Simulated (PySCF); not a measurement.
A structure optimised at B3LYP-D3(BJ)/def2-SVP, used in a PySCF frequency run:

```
Si
O 1 1.6732
H 2 0.9652 1 114.65
N 1 1.7332 2 109.47 3 -44.72
H 4 1.0150 1 120.19 2 145.78
H 4 1.0155 5 110.89 1 -149.93
H 1 1.4894 2 102.47 3 -167.44
C 1 1.8760 7 110.09 2 120.77
H 8 1.1016 1 110.46 7 -60.30
H 8 1.1027 9 107.96 1 122.06
H 8 1.1030 9 107.68 10 116.33
```

**Question.** Write its SMILES and formula.

**Answer.** C[Si@H](N)O, CH7NOSi

**Question.** What are its rotational constants (standard atomic weights)?

**Answer.** 6.2502, 5.6981, 3.4880 GHz
